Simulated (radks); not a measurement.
Task: Pb IV, configuration [Xe] 4f14 5d10 6s1. All-electron calculation, Dirac Kohn-Sham, PBE, spin-unpolarised, spherical densities, point nucleus. Program: a radial shooting solver on a logarithmic mesh with Libxc functionals. Some entries of the table are withheld. Estimate them.

orbital  occ.  eigenvalue (hartree)  <1/r> (bohr^-1)  <r^2> (bohr^2)
1s1/2       2             -3234.328            101.5       0.0003571
2s1/2       2                   (1)            25.08        0.005362
2p1/2       2             -555.8383            25.01        0.003774
2p3/2       4             -475.3580            19.97        0.004957
3s1/2       2             -139.7356            9.194         0.03475
3p1/2       2             -129.3730            9.100         0.03158
3p3/2       4             -111.4160            7.780         0.03792
3d3/2       4             -94.41980            7.680         0.02892
3d5/2       6             -90.59964            7.386         0.03064
4s1/2       2             -32.45244              (2)          0.1666
4p1/2       2             -27.97000            3.792          0.1691
4p3/2       4             -23.57443            3.336          0.2003
4d3/2       4             -16.28376            3.139          0.2082
4d5/2       6             -15.46356            3.036          0.2190
5s1/2       2              -6.33576            1.620          0.8177
4f5/2       6              -6.02706            2.696          0.2434
4f7/2       8              -5.84215            2.656          0.2502
5p1/2       2              -4.80782            1.497          0.9387
5p3/2       4              -3.98608            1.329           1.135
5d3/2       4              -1.87455            1.047           1.809
5d5/2       6              -1.77663            1.009           1.934
6s1/2       1              -1.37695              (3)           4.909

Result: 
(1) 2s1/2 eigenvalue (hartree): -578.8419
(2) 4s1/2 <1/r> (bohr^-1): 3.904
(3) 6s1/2 <1/r> (bohr^-1): 0.6143
